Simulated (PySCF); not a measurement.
Computed IR spectrum (relative IR intensity) of a molecule C5H5F. Geometry optimised at PBE-D3(BJ)/def2-SVP. Other conformers were not sampled. Method: PBE-D3(BJ)/def2-SVP in PySCF 2.14.0. Harmonic, unscaled wavenumbers; measured fundamentals usually lie a few per cent lower.

Lines under 2 % of the strongest are left out, and lines within 2 cm⁻¹ are merged.

| ν (cm⁻¹) | relative intensity |
|---|---|
| 164 | 2.4 |
| 241 | 2.2 |
| 433 | 3.4 |
| 513 | 18 |
| 639 | 49 |
| 667 | 17 |
| 696 | 37 |
| 875 | 29 |
| 911 | 37 |
| 964 | 51 |
| 979 | 29 |
| 1006 | 16 |
| 1103 | 100 |
| 1236 | 25 |
| 1258 | 6.3 |
| 1285 | 22 |
| 1361 | 11 |
| 1675 | 3.8 |
| 2166 | 4.6 |
| 2916 | 23 |
| 3087 | 3.4 |
| 3106 | 4.2 |
| 3406 | 92 |

Pick the molecule that these values belong to.
(A) FC1C=CC=C1
(B) C#CCC(=C)F
(C) C#C[C@H](F)C=C
(D) C#C/C(C)=C/F

C, C#C[C@H](F)C=C
